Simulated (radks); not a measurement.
The numbers below are computed, except where a source is named.
Au IV, configuration [Xe] 4f14 5d7.75 6p0.25 (fractional occupations, a model configuration).

Code: a radial shooting solver on a logarithmic mesh with Libxc functionals. Model: scalar-relativistic Kohn-Sham, XLYP, spin-polarised, spherical densities, finite nucleus; open shells are filled with parallel spins first (spin-orbit coupling, left out, can overturn this in heavy ions); Fermi nuclear charge, rms radius 5.4371 fm.

Energy parts (Ry):
| part | energy |
|---|---|
| total | -38014.3608 |
| kinetic | 42511.5385 |
| electron-nucleus | -94356.3341 |
| Hartree | 14556.4855 |
| exchange-correlation | -726.0506 |

Orbitals (lengths in bohr, moments of r in powers of bohr; r(90%) holds 90 % of the orbital's charge):
[
 {"orbital": "1s up", "occ.": "1", "eigenvalue (Ry)": "-5938.127", "r(90%)": "0.0308", "<1/r>": "95.71"},
 {"orbital": "1s down", "occ.": "1", "eigenvalue (Ry)": "-5938.127", "r(90%)": "0.0308", "<1/r>": "95.71"},
 {"orbital": "2s up", "occ.": "1", "eigenvalue (Ry)": "-1050.118", "r(90%)": "0.110", "<1/r>": "22.45"},
 {"orbital": "2s down", "occ.": "1", "eigenvalue (Ry)": "-1050.104", "r(90%)": "0.110", "<1/r>": "22.45"},
 {"orbital": "2p up", "occ.": "3", "eigenvalue (Ry)": "-908.5357", "r(90%)": "0.105", "<1/r>": "19.97"},
 {"orbital": "2p down", "occ.": "3", "eigenvalue (Ry)": "-908.5244", "r(90%)": "0.105", "<1/r>": "19.97"},
 {"orbital": "3s up", "occ.": "1", "eigenvalue (Ry)": "-249.9801", "r(90%)": "0.270", "<1/r>": "8.322"},
 {"orbital": "3s down", "occ.": "1", "eigenvalue (Ry)": "-249.9748", "r(90%)": "0.270", "<1/r>": "8.322"},
 {"orbital": "3p up", "occ.": "3", "eigenvalue (Ry)": "-208.8940", "r(90%)": "0.277", "<1/r>": "7.593"},
 {"orbital": "3p down", "occ.": "3", "eigenvalue (Ry)": "-208.8881", "r(90%)": "0.277", "<1/r>": "7.593"},
 {"orbital": "3d up", "occ.": "5", "eigenvalue (Ry)": "-164.9189", "r(90%)": "0.260", "<1/r>": "7.146"},
 {"orbital": "3d down", "occ.": "5", "eigenvalue (Ry)": "-164.9088", "r(90%)": "0.260", "<1/r>": "7.146"},
 {"orbital": "4s up", "occ.": "1", "eigenvalue (Ry)": "-56.42807", "r(90%)": "0.584", "<1/r>": "3.567"},
 {"orbital": "4s down", "occ.": "1", "eigenvalue (Ry)": "-56.41426", "r(90%)": "0.584", "<1/r>": "3.567"},
 {"orbital": "4p up", "occ.": "3", "eigenvalue (Ry)": "-42.94941", "r(90%)": "0.629", "<1/r>": "3.221"},
 {"orbital": "4p down", "occ.": "3", "eigenvalue (Ry)": "-42.93650", "r(90%)": "0.629", "<1/r>": "3.221"},
 {"orbital": "4d up", "occ.": "5", "eigenvalue (Ry)": "-26.74575", "r(90%)": "0.684", "<1/r>": "2.886"},
 {"orbital": "4d down", "occ.": "5", "eigenvalue (Ry)": "-26.73087", "r(90%)": "0.684", "<1/r>": "2.887"},
 {"orbital": "5s up", "occ.": "1", "eigenvalue (Ry)": "-10.76346", "r(90%)": "1.32", "<1/r>": "1.464"},
 {"orbital": "5s down", "occ.": "1", "eigenvalue (Ry)": "-10.67354", "r(90%)": "1.32", "<1/r>": "1.469"},
 {"orbital": "4f up", "occ.": "7", "eigenvalue (Ry)": "-8.75784", "r(90%)": "0.801", "<1/r>": "2.462"},
 {"orbital": "4f down", "occ.": "7", "eigenvalue (Ry)": "-8.73694", "r(90%)": "0.799", "<1/r>": "2.465"},
 {"orbital": "5p up", "occ.": "3", "eigenvalue (Ry)": "-7.16813", "r(90%)": "1.53", "<1/r>": "1.249"},
 {"orbital": "5p down", "occ.": "3", "eigenvalue (Ry)": "-7.05904", "r(90%)": "1.53", "<1/r>": "1.253"},
 {"orbital": "5d up", "occ.": "5", "eigenvalue (Ry)": "-3.11027", "r(90%)": "2.15", "<1/r>": "0.9111"},
 {"orbital": "5d down", "occ.": "2.75", "eigenvalue (Ry)": "-2.99178", "r(90%)": "2.17", "<1/r>": "0.9083"},
 {"orbital": "6s up", "occ.": "0", "eigenvalue (Ry)": "-2.53658", "r(90%)": "3.23", "<1/r>": "0.5644"},
 {"orbital": "6s down", "occ.": "0", "eigenvalue (Ry)": "-2.46824", "r(90%)": "3.29", "<1/r>": "0.5540"},
 {"orbital": "6p up", "occ.": "0.25", "eigenvalue (Ry)": "-1.81525", "r(90%)": "3.97", "<1/r>": "0.4564"},
 {"orbital": "6p down", "occ.": "0", "eigenvalue (Ry)": "-1.77602", "r(90%)": "4.01", "<1/r>": "0.4466"},
 {"orbital": "5f up", "occ.": "0", "eigenvalue (Ry)": "-0.79688", "r(90%)": "5.95", "<1/r>": "0.3061"}
]

The highest occupied level is 6p up at -24.698 eV. The configuration is held as typed, so some empty levels lie below it. Spin moment in Bohr magnetons: 2.5. Summed over all electrons, <r^2> = 38.94 bohr^2, which gives a Langevin (diamagnetic) susceptibility term of -30.8 x 10^-6 cm^3/mol. The spin density at the nucleus is -13.27 e/bohr^3 (1s -0.23, 2s -1.68, 3s 0.10, 4s 1.94, 5s -13.39). The electron density at the nucleus is 2.303e+06 e/bohr^3 (large components only).
